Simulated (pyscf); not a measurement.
HO–Si•(OH)–OH -> •O–SiH(OH)–OH, a hydrogen shift (doublet surface; H–O broken, H–Si formed). PySCF, gas phase, ωB97X-D3(BJ)/def2-SVP geometries. MP2 and CC: frozen core, UHF for open shells. ΔMP2 is the change of the MP2 total energy from the triple- to the quadruple-zeta basis. Energies in eV from the reactant's lowest minimum found.

AM1 to PM7: differences of heats of formation from MOPAC. Open shells are spin-unrestricted. 

Question: Quick PM6 single points give ΔE‡ = 0.71 eV and ΔE = +1.08 eV. What does CCSD(T)/def2-TZVPP + ΔMP2(QZVPP) give, and how far is the quick result from it?

Answer: CCSD(T)/def2-TZVPP + ΔMP2(QZVPP) gives ΔE‡ = 1.76 eV and ΔE = +1.12 eV. PM6 lies 1.04 eV under it in the barrier and 0.04 eV under it in the reaction energy, so on this step it does not hold to within 0.13 eV. At PM6 this geometry lies under one side, so its ΔE‡ may be no barrier of that level. CCSD(T)/def2-TZVPP + ΔMP2(QZVPP) has limits of its own. One saddle was located; it need not be the lowest between these sides. The CCSD(T) − MP2 part came from Ansatz, without density fitting, on the same reference.
